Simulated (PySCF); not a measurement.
Planning a shielding job on `C[Si](C)(C)[O][AlH3-]`.

Method: GIAO PBE0/pcSseg-1 NMR shielding, non-relativistic, gas phase (PySCF 2.14.0, density-fitted response routines). Geometry: GFN2-xTB, MD frame at 625 fs, 600 K. Work: shieldings, density fitting. The command runs a driver script over a list of jobs; the input below is this job's line of settings and its coordinates in Å.

Command:
```bash
OMP_NUM_THREADS=1 python probes_run.py task.json out
```

Input:
```
{"job": {"kind": "nmr", "xc": "PBE0", "basis": "pcSseg-1", "pop": false}, "charge": -1, "multiplicity": 1}
C     -0.344100    -1.319600     2.028700
Si     0.301600    -0.622700     0.357800
C      0.093300    -1.910900    -0.992900
C     -0.997500     0.765700    -0.110000
O      1.808000    -0.224400     0.687400
Al     3.235800     0.086900    -0.359100
H     -0.209400    -2.386700     2.174800
H     -1.490200    -1.282600     2.045200
H     -0.086400    -0.577300     2.790700
H      0.716400    -1.468900    -1.741700
H      0.467800    -2.896800    -0.739700
H     -0.934700    -2.063000    -1.350100
H     -1.366800     0.960300     0.925500
H     -0.462800     1.706800    -0.368000
H     -1.730100     0.354100    -0.702400
H      2.211300     0.602700    -1.579400
H      4.178100    -1.113300    -0.838300
H      4.144500     1.511700     0.527100
```

Hardware: one thread of an Arm Neoverse N1, shared host with 64 logical CPUs at a one-minute load of 58. PySCF's memory limit was set to 1200 MB.

Q: How large is the basis?

A: 176 functions for 66 electrons, with 960 fitting functions; the fitted three-index integrals, 960 × 176 × 177/2 numbers of 8 bytes, come to 110 MiB.

Question: Which is nearest to the wall time?
A. 4.9 min
B. 4.6 s
C. 37 s

Answer: C. The run took 37 s. The SCF took 12 cycles.

Q: Estimate the peak memory.

A: About 0.83 GiB. Peak memory is the resident size of the whole Python process, interpreter and libraries included.

Q: At this speed, how long would 1000 such jobs take on 16 cores, one job a core?

A: 1000/16 gives 63 rounds of 37 s, about 39 min of wall time and 10 core-hours, if the jobs don't slow each other.

The SCF part of the output:
```
coarse grid: 15032 points
cycle   1  E = -728.0382660669  dE =  6.437e-02  |g| = 9.823e-01  |ddm| = 3.609e+00
cycle   2  E = -727.6603805430  dE =  3.779e-01  |g| = 1.679e+00  |ddm| = 3.027e+00
cycle   3  E = -728.2355367979  dE = -5.752e-01  |g| = 2.418e-01  |ddm| = 2.363e+00
cycle   4  E = -728.2476583607  dE = -1.212e-02  |g| = 6.215e-02  |ddm| = 2.378e-01
cycle   5  E = -728.2486142334  dE = -9.559e-04  |g| = 6.097e-03  |ddm| = 5.651e-02
cycle   6  E = -728.2486241604  dE = -9.927e-06  |g| = 1.932e-03  |ddm| = 1.043e-02
final grid: 133112 points
cycle   7  E = -728.2934113459  dE = -2.110e-05  |g| = 1.129e-02  |ddm| = 2.508e-02
cycle   8  E = -728.2933776652  dE =  3.368e-05  |g| = 1.740e-02  |ddm| = 2.212e-02
cycle   9  E = -728.2934375161  dE = -5.985e-05  |g| = 1.966e-03  |ddm| = 1.441e-02
cycle  10  E = -728.2934383130  dE = -7.968e-07  |g| = 1.596e-04  |ddm| = 1.829e-03
cycle  11  E = -728.2934383184  dE = -5.415e-09  |g| = 4.275e-05  |ddm| = 1.955e-04
cycle  12  E = -728.2934383187  dE = -3.479e-10  |g| = 1.595e-05  |ddm| = 5.689e-05
converged SCF energy = -728.2934383187
```

On the final grid dE counts from the start density on that grid.

The host was shared with other jobs, so the times are rough.
